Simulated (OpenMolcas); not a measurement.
**Potential curves of SnF: spin–orbit levels**

Calculated with OpenMolcas 26.06: state-averaged CASSCF(9,7) over Sn 5s 5p, F 2p, XMS-CASPT2 (IPEA 0.25, imaginary shift 0.2 hartree), scalar X2C, ANO-RCC-VTZP, then RASSI spin–orbit state interaction with atomic mean-field integrals. C2 symmetry about the axis (a holds Σ, Δ, Γ; b holds Π, Φ, H; Σ⁺ and Σ⁻ are not told apart); roots by multiplicity and irrep: 2b 8, 2a 5, 4a 5, 4b 4.

XMS-CASPT2 energies with spin–orbit state interaction in eV from the lowest point. Curves are followed by energy order within each symmetry, so they are adiabatic and may change character at avoided crossings.

```csv
R (Å),(1)Ω=1/2,(1)Ω=3/2,(2)Ω=3/2
1.710,0.832,1.050,4.691
1.899,0.000,0.233,3.785
1.988,0.007,0.243,3.888
2.087,0.169,0.406,4.128
2.187,0.425,0.662,4.403
2.326,0.859,1.095,4.688
```

Left out for impure symmetry, kinks or missing points, though low: (2)Ω=1/2, (3)Ω=1/2. Only roots inside an energy window near the equilibrium distance were included, so the list of states is not complete; labels number the states computed. Each spin and symmetry block has orbitals of its own, averaged over its own roots, so gaps between blocks are less sure than gaps within one and near the minimum can be off by tenths of an eV, in bad cases by more. No Rydberg orbitals are active, so Rydberg states, and σ→σ* states whose orbital the CASSCF left unused, can be missing between those listed. CASPT2 splits the two components of degenerate states numerically, here by up to 120 cm⁻¹. The CASPT2 reference weights are uneven, so some states carry less reliable energies. Points that failed a check (symmetry, reference weights, a jump) are left out.
